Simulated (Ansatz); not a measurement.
C4H2BrF, SMILES C#C/C=C(\F)Br.

Geometry optimised at PBE-D3(BJ)/def2-SVP. The structure was generated by enumeration; whether it is a known compound was not checked.

Two levels are set side by side: PBE/def2-SVPD (Ansatz, a first-principles code) and PBE0/def2-SVPD (Ansatz). Energy differences of separate SCF runs at the same geometry; the states with an electron removed or added have multiplicity 2 and 2. Differences are taken from unrounded values.

| quantity | PBE0 | PBE | PBE minus PBE0 |
|---|---|---|---|
| vertical ionisation energy (eV) | 9.04 | 8.84 | -0.20 |
| vertical singlet–triplet gap (eV) | 3.10 | 3.12 | 0.02 |
